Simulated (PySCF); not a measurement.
Values are calculated unless marked as measured or tabulated.
Si3BH9NO

Si3BH9NO is a small molecule (built as: Si site whose three back bonds go to NHSiH3, OH, BHSiH3), neutral, doublet. The structure, one conformer, was relaxed in the gas phase by PBE0-D3(BJ)/def2-SVP. No frequency run checks that it is a minimum.

SMILES: O[Si](B[SiH3])N[SiH3]

```xyz
15

Si   -0.176    0.290   -0.523
N    -1.864    0.443   -0.364
Si   -2.911   -0.086    0.948
O     0.161    1.013   -1.967
B     1.130   -0.493    0.598
Si    3.007   -0.385   -0.064
H    -2.315    0.922   -1.142
H    -3.934   -1.046    0.439
H    -3.619    1.081    1.553
H    -2.041   -0.744    1.960
H     1.096    1.007   -2.212
H     0.808   -1.014    1.638
H     3.917    0.411    0.826
H     3.659   -1.722   -0.260
H     3.069    0.296   -1.413
```
Atoms count from 1 in this order.

EPR values by unrestricted B3LYP, IGLO-III on B N O Si, pcH-1 on H.

Task: Predict g and the largest hyperfine couplings. Where does the spin sit?

Result: g = 2.0013, 2.0023, 2.0029. The spin sits on B5 (56 %, bonded to 2 Si + 1 H), Si1 (39 %, bonded to 1 B + 1 N + 1 O) by Mulliken populations.
| atom | isotope | isotropic (MHz) | dipolar, principal values (MHz) |
| --- | --- | --- | --- |
| B5 | 11B | 19.4 | -26.9, -26.3, 53.3 |
| H13 | 1H | 44.3 | -1.9, -1.2, 3.1 |
| H12 | 1H | -32.2 | -13.8, 0.7, 13.1 |
| Si1 | 29Si | 10.5 | -56.1, 27.3, 28.8 |
| H14 | 1H | 41.5 | -1.9, -1.2, 3.1 |
| Si6 | 29Si | 35.7 | -1.6, -0.4, 2.1 |

Task: How do the isotropic couplings move with BHandHLYP?

Result: B5 19.4 to 17.2 MHz, H13 44.3 to 40.8 MHz, H12 -32.2 to -34.0 MHz, Si1 10.5 to 6.4 MHz.
